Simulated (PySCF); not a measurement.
Gas-phase reaction: InHCl2 = InCl2 + H

Method: PySCF energies plus ideal-gas RRHO corrections (1 bar). † marks an energy on the PBE0/def2-TZVP geometry and frequencies; other levels use their own. MP2 freezes the core. Open shells (unrestricted): InCl2 (multiplicity 2), H (multiplicity 2); the rest are closed-shell singlets. In: scalar-relativistic def2 core potential, no spin-orbit coupling. InHCl2, InCl2: computed as isolated molecules; such fragments, hydroxides, amides, oligomers or adducts are transient or little studied in the gas. MP2 isn't extrapolated to the basis-set limit.

```
level            ΔH°(298 K), kJ
---------------  --------------
MP2/def2-SVP†               262
MP2/def2-TZVPP†             275
PBE/def2-TZVP†              ___
PBE0/def2-TZVP              ___
LDA/def2-TZVP†              301
```

Problem. Some entries are withheld; supply them.

Solution. 
- PBE/def2-TZVP†, ΔH°(298 K), kJ: 258
- PBE0/def2-TZVP, ΔH°(298 K), kJ: 266
